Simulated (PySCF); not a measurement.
**Ions at one geometry of [Bi(OH)2]+**

PySCF 2.14.0, RKS PBE0, Bi def2-SVP with ECP60, O def2-SVP, H def2-SVP; non-relativistic Hamiltonian with scalar-relativistic core potentials where named; density fitting; no spin-orbit coupling; singlets restricted, open shells unrestricted. The geometry is relaxed for charge +1, singlet, vacuum:

```xyz
5

Bi    0.0000    0.0000   -0.4828
O     1.4069   -0.0358    0.9598
H     2.3444   -0.0629    0.7037
O    -1.4069    0.0358    0.9598
H    -2.3444    0.0629    0.7037
```

Energies count from the relaxed state; an electron taken off or put on is at rest in vacuum. Charges and spins are Mulliken's.

```csv
state,energy (eV),spin squared,charge on Bi1 (e),spin on Bi1 (e),dipole about the centre of mass (D)
"charge +1, singlet, vacuum",0.00,0.00,1.36,0.00,3.41
"charge +2, doublet, vacuum",16.71,0.79,1.80,-0.02,1.01
```

What does the state charge 0, doublet, vacuum give?

energy (eV) -7.01, spin squared 0.75, charge on Bi1 (e) 0.69, spin on Bi1 (e) 0.87, dipole about the centre of mass (D) 3.68.

With an electron taken off (doublet) the charges change, summed by element, by Bi +0.43 e, O +0.43 e, H +0.13 e. The vertical ionisation energy is 16.71 eV, against −ε(HOMO) = 14.44 eV of the relaxed state. The level lies 2.3 eV too high, as is usual for semilocal functionals and global hybrids, which keep a self-interaction error.

With an electron put on (doublet) the charges change, summed by element, by Bi -0.68 e, O -0.20 e, H -0.12 e. The vertical electron affinity is 7.01 eV, against −ε(LUMO) = 9.27 eV of the relaxed state.

Open shells may have lower solutions than those found.
